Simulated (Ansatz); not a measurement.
CH$_{3}$AlFNO, relaxed with RKS PBE0-D4/def2-TZVP in the Gaussian-basis code of Ansatz from a PBE-D4/def2-SVP geometry. The force threshold is 0.005 eV/Å; the program also tests the step.

Charge 0, multiplicity 1. The bonds changed during the relaxation, so this is another structure than the one it started from.

Start:

```xyz
8

N     0.099    0.788    0.558
C     0.840   -0.295    0.640
F     1.828   -0.427    1.517
O     0.585   -1.249   -0.161
Al   -0.858   -0.129   -0.905
H     0.262    1.582    1.178
H    -2.288   -0.684   -0.476
H    -0.469    0.413   -2.351
```

```csv
step,energy (eV),largest force (eV/Å),largest move (Å)
1,-13930.9882,0.909,0.000
2,-13931.0250,0.238,0.020
3,-13931.0310,0.087,0.013
4 (rejected),-13931.0308,0.235,0.007
5,-13931.0315,0.035,0.004
6,-13931.0316,0.008,0.002
7,-13931.0316,0.004,0.001
```

End:

```xyz
8

N     0.099    0.782    0.553
C     0.829   -0.288    0.634
F     1.804   -0.423    1.498
O     0.575   -1.228   -0.161
Al   -0.841   -0.133   -0.891
H     0.264    1.561    1.168
H    -2.262   -0.677   -0.472
H    -0.466    0.406   -2.328
```

Hardware: 2 threads of an Arm Neoverse V1 on a shared host. Wall time 38 s, peak host memory 0.39 GiB.
